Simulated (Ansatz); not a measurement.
Total energies of CH$_{5}$AlOSe (`[CH3][Al]([OH])[SeH]`).

```
atom   x (Å)   y (Å)   z (Å)
  C1  -1.432   0.638   0.479
 Al2   0.272  -0.075  -0.100
  O3   1.243   0.833  -1.150
 Se4   0.967  -2.173   0.636
  H5  -2.246   0.227  -0.126
  H6  -1.644   0.384   1.521
  H7  -1.458   1.725   0.374
  H8   2.088   0.551  -1.493
  H9   2.211  -2.112  -0.141
```

Total charge 0; spin multiplicity 1. Correlated methods include outer-core shells of Se, which these sets cover unevenly. Scalar relativity is left out up to krypton. The structure was optimised at the PBE0-D4/def2-TZVP level. It is one conformer, not always the lowest. Basis def2-TZVPP, Ansatz 0.2.0.

RPA on PBE orbitals: Hartree–Fock energy of these orbitals -2757.53155 Eh, correlation -1.22850 Eh (frozen core).

| functional | kind | energy without D4 (Eh) | D4 term (kJ/mol) |
| --- | --- | --- | --- |
| LDA (SPW92) | LDA | -2755.08964 | – |
| PBE | GGA | -2759.85751 | -16.7 |
| revPBE | GGA | -2760.20428 | -44.1 |
| BLYP | GGA | -2760.49748 | -35.4 |
| r2SCAN | meta-GGA | -2760.39874 | -4.0 |
| B97M-V | meta-GGA with VV10 | -2759.97781 | – |
| PBE0 | global hybrid, 25 % exact exchange | -2759.96675 | -14.3 |
| B3LYP | global hybrid, 20 % | -2760.56115 | -27.0 |
| r2SCANh | meta-GGA hybrid, 10 % | -2760.38767 | -4.4 |
| r2SCAN0 | meta-GGA hybrid, 25 % | -2760.37216 | -4.9 |
| HSE06 (plane-wave form) | screened hybrid | -2759.95770 | -13.5 |
| LC-ωPBE | long-range corrected hybrid | -2760.01802 | – |
| ωB97M-V | range-separated hybrid meta-GGA with VV10 | -2760.29648 | – |
| B2PLYP | double hybrid | -2759.91611 | – |

Q: Give the same for BHLYP, CAM-B3LYP, ωB97X-V, PBE-QIDH. (Best estimate.)

A: Computed: 
```json
{"functional": "BHLYP", "kind": "global hybrid, 50 %", "energy without D4 (Eh)": "-2760.42361", "D4 term (kJ/mol)": "-23.0"}
{"functional": "CAM-B3LYP", "kind": "range-separated hybrid", "energy without D4 (Eh)": "-2760.57907", "D4 term (kJ/mol)": "-14.8"}
{"functional": "ωB97X-V", "kind": "range-separated hybrid GGA with VV10", "energy without D4 (Eh)": "-2760.19735", "D4 term (kJ/mol)": "–"}
{"functional": "PBE-QIDH", "kind": "double hybrid", "energy without D4 (Eh)": "-2759.54936", "D4 term (kJ/mol)": "–"}
```

B3LYP takes the VWN-RPA correlation (the form of Gaussian; ORCA's B3LYP/G). HSE06 is the plane-wave form, built on full-range PBE exchange. The double hybrids freeze the cores in their second-order part.

LC-ωPBE has ω = 0.4 bohr⁻¹.
